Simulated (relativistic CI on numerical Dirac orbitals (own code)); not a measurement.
Au⁴⁺: 5d valence photoemission

Computed with this model: Dirac-Coulomb-Breit CI, orbitals from a KLI potential per configuration, model QED (radiative potential, 1s self-energy scaled to tabulated hydrogen-like ionisation energies), multiplet model of photoemission in the sudden approximation, unscaled Slater integrals; configurations [Xe] 4f14 5d7 → [Xe] 4f14 5d6; 300 K; Lorentzian 0.42 eV and Gaussian 0.5 eV FWHM. Energies are those of the free ion, without screening or charge transfer. The energies are binding energies and can lie tens of eV above those of solids. S is read from ⟨S²⟩ = S(S + 1).

Field parameters in Wybourne normalisation: Oh B⁴₀ = 21Dq, B⁴₄ = √(5/14) B⁴₀. The field is a parameter set, without covalency.

free ion: ground-state S = 1.38, centroid 61.69 eV. Peaks (eV, height): 59.6 (80), 60.6 (47), 62.8 (100).

Oh, 10Dq = 8500 cm⁻¹: ground-state S = 1.43, centroid 61.79 eV. Peaks (eV, height): 59.9 (100), 62.2 (60), 63.1 (82).

Oh, 10Dq = 23450 cm⁻¹: ground-state S = 0.92, centroid 61.85 eV. Peaks (eV, height): 59.2 (53), 60.5 (100), 61.5 (57), 62.9 (86).

Oh, 10Dq = 38400 cm⁻¹: ground-state S = 0.64, centroid 62.22 eV. Peaks (eV, height): 58.2 (51), 61.4 (100), 62.8 (90), 64.6 (44).

Strongest unbroadened transitions for Oh, 10Dq = 38400 cm⁻¹:

```csv
Energy (eV),Relative strength
58.24,100.0
61.16,49.8
61.39,75.1
61.43,74.8
62.38,24.2
62.52,71.8
62.87,40.1
62.88,46.7
63.35,62.9
63.44,24.8
63.56,33.2
64.01,2.5
64.03,13.3
64.45,2.4
64.68,69.9
66.60,3.1
67.57,1.9
67.88,1.9
```
